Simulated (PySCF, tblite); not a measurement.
Species: C₇H₉N.
Cartesian coordinates in Å at the GFN2-xTB level; atoms count from 1:
```xyz
17
C7H9N angstrom
C      2.599   -1.620    0.472
N      1.611   -1.211    1.116
C      0.280   -1.466    0.640
C     -0.392   -0.157    0.357
C     -0.894    0.273   -0.810
C     -1.457    1.645   -0.638
C     -1.193    1.927    0.805
C     -0.577    0.878    1.361
H      2.538   -2.200   -0.458
H      3.588   -1.400    0.848
H      0.262   -2.103   -0.260
H     -0.253   -1.973    1.453
H     -0.917   -0.255   -1.746
H     -0.960    2.369   -1.287
H     -2.523    1.683   -0.873
H     -1.473    2.849    1.281
H     -0.247    0.774    2.378
```

Computed with PBE0/pcSseg-1 in PySCF (dipole) on a GFN2-xTB geometry, gas phase.

Masses are those of the commonest isotopes; rigid-rotor values at the optimised geometry. The values belong to one conformer with, in the numbering `[CH2:1]=[N:2][CH2:3][C:4]1=[CH:5][CH2:6][CH:7]=[CH:8]1`, C1–N2–C3–C4 -118°, N2–C3–C4–C5 121°.

Task: What are A, B and C (cm⁻¹)?

Result: Ia = 93.96, Ib = 406.50, Ic = 443.62 u·Å²; 505379 MHz·u·Å²/I gives 5379, 1243 and 1139 MHz, that is A = 0.17941, B = 0.04147, C = 0.03800 cm⁻¹.

Task: What kind of rotor is it?

Result: A near-prolate asymmetric top; Ray's κ = -0.951.

Task: What does the inertial defect say?

Result: Not planar: Δ = Ic − Ia − Ib = -56.84 u·Å². For a rigid frame Δ = −2 Σ m c², so Σ m c² = 28.42 u·Å² lies off the ab plane: 9.07 from hydrogen and 19.35 from heavier atoms. The atom farthest from that plane is 1.82 Å away.

Task: Give the other two planar moments, Paa and Pbb, and the rms extents of the mass along the axes.

Result: Paa = Σ m a² = (Ib + Ic − Ia)/2 = 378.08 and Pbb = Σ m b² = (Ia + Ic − Ib)/2 = 65.54 u·Å². With the mass M = 107.07 u, the rms extents √(P/M) along a, b and c are 1.88, 0.78, 0.52 Å.

Task: List the rotational levels J(Ka,Kc) to J = 2 (MHz).

Result: Above 0(0,0):
J = 1: 1(0,1) 2382, 1(1,1) 6518, 1(1,0) 6622
J = 2: 2(0,2) 7145, 2(1,2) 11179, 2(1,1) 11491, 2(2,1) 23897, 2(2,0) 23899
Those of J = 1 are B + C, A + C and A + B.

Task: Predict some low-J microwave lines.

Result: The dipole components are |μa| = 0.01 D, |μb| = 1.51 D, |μc| = 0.12 D. Intensities carry the squares of the components, which stand as 0.00 : 1.00 : 0.01 (a : b : c). Some lines, for components of 0.1 D or more:

| type | branch | J(Ka,Kc) | MHz | lower level (cm⁻¹) |
| --- | --- | --- | --- | --- |
| b | R | 2(0,2) ← 1(1,1) | 628 | 0.217 |
| c | Q | 2(1,2) ← 2(0,2) | 4033 | 0.238 |
| c | Q | 1(1,1) ← 1(0,1) | 4135 | 0.079 |
| b | Q | 1(1,0) ← 1(0,1) | 4239 | 0.079 |
| b | R | 1(1,1) ← 0(0,0) | 6518 | 0.000 |
| c | R | 1(1,0) ← 0(0,0) | 6622 | 0.000 |
| b | R | 2(1,2) ← 1(0,1) | 8796 | 0.079 |
| c | R | 2(1,1) ← 1(0,1) | 9108 | 0.079 |
| b | Q | 2(2,0) ← 2(1,1) | 12408 | 0.383 |
| b | Q | 2(2,1) ← 2(1,2) | 12718 | 0.373 |
| b | R | 2(2,1) ← 1(1,0) | 17275 | 0.221 |
| c | R | 2(2,1) ← 1(1,1) | 17379 | 0.217 |
| b | R | 2(2,0) ← 1(1,1) | 17381 | 0.217 |

Task: Estimate the classical rotational partition function at 10 K, 25 K and 100 K.

Result: Point group C1, symmetry number σ = 1; q = (√π/σ)·√((kT/h)³/(ABC)), k/h = 20836.6 MHz/K: 1930 at 10 K, 7630 at 25 K, 61100 at 100 K.

Its GFN2-xTB frequencies are all real (lowest 38 cm⁻¹). These are rigid-rotor constants of the computed structure; measured ground-state constants (B0) also hold zero-point vibration. Quadrupole hyperfine structure (14N) is left out.
